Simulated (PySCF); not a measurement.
**C₆ coefficients of unlike pairs at PBE0**

Calculated with PySCF 2.14 from the dipole response of each species, C₆(A,B) = (3/π) ∫ α_A(iu) α_B(iu) du, in atomic units, from isotropic polarisabilities. For ions this is the dispersion term alone; charge-induced terms of lower order in 1/R come first.

```
species      configuration                                                                      basis      relativity  α (bohr³)  C₆ (like pair)
      N  [He] 2s2 2p3 (4S)  x2c-TZVPPall with one added diffuse shell each of s, p, d type (6s4p3d1f)   spin-free X2C      7.697           26.08
   Pd²⁺      [Kr] 4d8 (3F)                                    aug-cc-pVDZ-PP with ECP28MDF (5s5p4d2f)  core potential      6.258           32.52
   Rh²⁺      [Kr] 4d7 (4F)                                aug-cc-pwCVTZ-PP with ECP28MDF (8s8p7d4f3g)  core potential      7.379           39.16
   Mg²⁺          [Ne] (1S)                                                 aug-cc-pCVTZ-DK (8s7p5d3f)   spin-free X2C     0.4492          0.5117
```

Problem. Estimate C₆ for Rh²⁺ with Pd²⁺.

Solution. The integral gives 35.60. The combination rule 2 C_A C_B / (C_A α_B/α_A + C_B α_A/α_B) gives 35.59 and the geometric mean 35.68.

No spin-orbit coupling is included.

The other pairs:

```csv
pair,C₆
"Mg²⁺, N",2.734
"Rh²⁺, N",31.00
"Pd²⁺, N",27.75
"Mg²⁺, Rh²⁺",3.903
"Mg²⁺, Pd²⁺",3.666
```
